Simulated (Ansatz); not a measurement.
Ansatz (a program for electronic structure) input (RI-MP2/aug-cc-pVQZ):
A basis named .json is the Basis Set Exchange file of that set.

Ansatz 0.2 input:
```yaml
crystal:
  periodic: [false, false, false]
  atoms:
    - {symbol: B, position_ang: [0.07708449, 0.01202927, -0.00533162]}
    - {symbol: F, position_ang: [0.72401766, 1.16669685, -0.09943622]}
    - {symbol: F, position_ang: [0.83621914, -1.07777976, -0.01165983]}
    - {symbol: C, position_ang: [-1.47360481, -0.07947561, 0.10486125]}
    - {symbol: H, position_ang: [-1.95512297, 0.89694856, 0.10822970]}
    - {symbol: H, position_ang: [-1.75589327, -0.61467533, 1.01563107]}
    - {symbol: H, position_ang: [-1.87490852, -0.66581963, -0.72650568]}
basis:
  gaussian:
    orbitals: aug-cc-pVQZ
    fitting: {mean_field: def2-universal-jkfit, correlation: aug-cc-pVQZ-RIFIT.json}
total_charge: 1
magnetization: {spin_polarized: true, initial_magnetization: 1}
correlation: {method: mp2, electrons: outside_noble_gas}
```

Output:

```
Functional definition: HF
integrals: 0.78 GiB planned
358 factors; integrals over basis functions are off by at most 3.9e0 eV
mean field: 1.82 GiB planned
mean field evaluation 1: about -7150.8102 eV, gradient 4.0e1 eV
mean field evaluation 2: about -7154.1367 eV, gradient 2.7e1 eV
mean field evaluation 4: about -7156.0087 eV, gradient 1.1e0 eV
mean field evaluation 8: about -7156.0459 eV, gradient 5.2e-2 eV
mean field evaluation 16: about -7156.0283 eV, gradient 1.6e0 eV
mean field evaluation 32: about -7154.6759 eV, gradient 4.1e0 eV
mean field -7156.04597106 eV, -262.9798388944 hartree, gradient 1.8e-6 eV, S^2 0.759142; 7 other end points of the search recorded, 0 dependent functions left out
4 core orbitals not correlated
912 factors; their error is unknown
reference -7156.04597106 eV, -262.9798388944 hartree; 12, 11 occupied and 442, 443 virtual orbitals, 912 factors
second order -22.17967120 eV of doubles, -0.00000000 eV of singles
Total energy: -7178.22564226 eV, -263.7949267770 hartree
```

This state (charge 1, doublet) is run at the relaxed geometry of the species with charge 0 and multiplicity 1.
